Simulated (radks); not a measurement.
Problem. These are the eigenvalues of the occupied orbitals of an atom or ion with whole-number occupations (eV). All-electron calculation, Dirac Kohn-Sham, LDA (Slater exchange, Perdew-Wang correlation), spin-unpolarised, spherical densities, finite nucleus; Fermi nuclear charge, rms radius of each element as measured or else 0.836 A^(1/3) + 0.57 fm. Program: a radial shooting solver on a logarithmic mesh with Libxc functionals.

1s1/2: -52386.46
2s1/2: -9216.883
2p1/2: -8794.268
2p3/2: -8048.766
3s1/2: -2537.863
3p1/2: -2354.311
3p3/2: -2199.242
3d3/2: -1882.618
3d5/2: -1848.726
4s1/2: -960.2487
4p1/2: -886.0295
4p3/2: -845.1255
4d3/2: -721.5001
4d5/2: -713.2129

Which element is it, and in what charge state? The configuration may be excited. Open shells, if any, fill j = l - 1/2 first.

Solution. Z = 65, terbium, charge +22: Tb22+ in [Kr] 4d7. The list shows which subshells hold electrons but not how many an open one holds; the 1s level, -1925.2 hartree, gives Z - s = 62.1 by -(Z - s)^2/2, which with screening and relativity narrows Z to a few neighbours, and the depths of the outer levels then fix element, charge and occupations together.
